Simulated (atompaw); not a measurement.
## What one change does to a pseudopotential (Pb (Z = 82), PAW (atompaw))

lead (Pb), PAW, made with atompaw 4.2.0.5 (PBEsol, scalar-relativistic). Core [Xe] 4f14 5d10, reference 6s1.5 6p2.5. Waves: 6s (bound): rc 1.95 bohr; 6s channel at 0.5 Ry: rc 1.95 bohr; 6p (bound): rc 2.85 bohr; 6p channel at 1.65 Ry: rc 2.85 bohr; 6d channel at 0.45 Ry: rc 2.85 bohr; 6d channel at 1.8 Ry: rc 2.85 bohr. Local part: troulliermartins scheme with l = 3 at 1 Ry, radius 2.20 bohr. Core correction: smooth core density matched at 2.30 bohr. Augmentation charge: sinc compensation charge, radius 2.55 bohr; PAW radius 2.85 bohr; waves and projectors: custom rrkj gramschmidtortho.

All-electron outer shells of the reference configuration (PBEsol, scalar-relativistic, ld1.x):

| shell | level (eV) | outermost node (bohr) | outermost maximum (bohr) |
| --- | --- | --- | --- |
| 5p | -86.74 | 0.49 | 0.88 |
| 5d | -22.03 | 0.52 | 1.07 |
| 6s | -12.67 | 1.01 | 1.95 |
| 6p | -3.89 | 1.18 | 2.60 |

Change: wave 6s channel at 0.5 Ry: rc 1.95 bohr becomes 6s channel at 0.5 Ry: rc 2.46 bohr.

Cutoffs: the cutoffs (Ry, on a coarse ladder) from which the occupation-weighted sum of valence levels, in a spherical-Bessel basis at the reference potential, stays within 10 and 1 mRy of its value at 400 Ry; they do not see the model core or the augmentation charge, which bear on the density cutoff.

Question: What does the change do?

Answer: The potential gets harder (8 Ry and 12 Ry → 10 Ry and 18 Ry); both files keep a bound ghost (d, s).

```tsv
quantity	base	changed
cutoff, loose	8 Ry	10 Ry
cutoff, tight	12 Ry	18 Ry
loose cutoff by channel (10 mRy a level)	s 8 Ry, p 6 Ry	s 10 Ry, p 6 Ry
bound ghosts	s, d	s, d
s: phases at 2.86 bohr within 0.05 rad from the reference energy up to (Ry; the scan ends near 5)	to the end of the scan	to the end of the scan
p: phases at 2.86 bohr within 0.05 rad from the reference energy up to (Ry; the scan ends near 5)	2.1	2.1
d: phases at 2.86 bohr within 0.05 rad from the reference energy up to (Ry; the scan ends near 5)	to the end of the scan	to the end of the scan
lowest overlap eigenvalue by channel	s 0.47, p 0.37, d 0.78	s 0.01, p 0.37, d 0.78
```

 A true bound ghost makes a file unfit for plane-wave use even where its test errors are small: the radial tests pick states by their node count and pass the ghost by. The cutoffs see the waves, projectors and local potential, not the compensation charge or the core.
